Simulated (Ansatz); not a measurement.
Pt₄⁻, relaxed as a quartet with UKS r2SCAN-D4/def2-SVPD in Ansatz, starting from the r2SCAN-D4/def2-SVPD geometry of the charge -1 doublet. Force threshold 0.02 eV/Å.

In the def2 sets Pt takes a core potential; there is no spin–orbit coupling. The relaxation made no stability test and no search for a lower SCF solution. The structure comes from a short search, and lower isomers may exist.

Start:

| atom | x (Å) | y (Å) | z (Å) |
| --- | --- | --- | --- |
| Pt1 | 1.173 | 0.233 | -1.737 |
| Pt2 | 0.253 | 1.236 | 0.397 |
| Pt3 | 0.223 | -1.303 | 0.035 |
| Pt4 | -1.649 | -0.166 | 1.306 |

(1) Estimate the energy that the relaxation releases and the steps that it takes.

(2) Does the start keep its bonding and symmetry?

(3) Predict the relaxed structure.

## Answers

(1) 0.00 eV, in 4 steps; 37 s on 4 threads of Arm Neoverse V2 on a shared host. No frequencies were taken in this run, so the end may be a saddle point.

(2) By distances, no bond broke or formed. The bond that changes most is Pt2–Pt3, from 2.56 to 2.55 Å (atoms count from 1). Point group C2v at the start, C2v at the end, both within 0.05 Å.

(3) 
Cartesian coordinates in Å:
```
Pt 1.188 0.234 -1.743
Pt 0.248 1.230 0.391
Pt 0.217 -1.296 0.031
Pt -1.653 -0.168 1.321
```
Bond lengths (bridged metal pairs left out): 5 × Pt–Pt 2.54 to 2.55 Å.
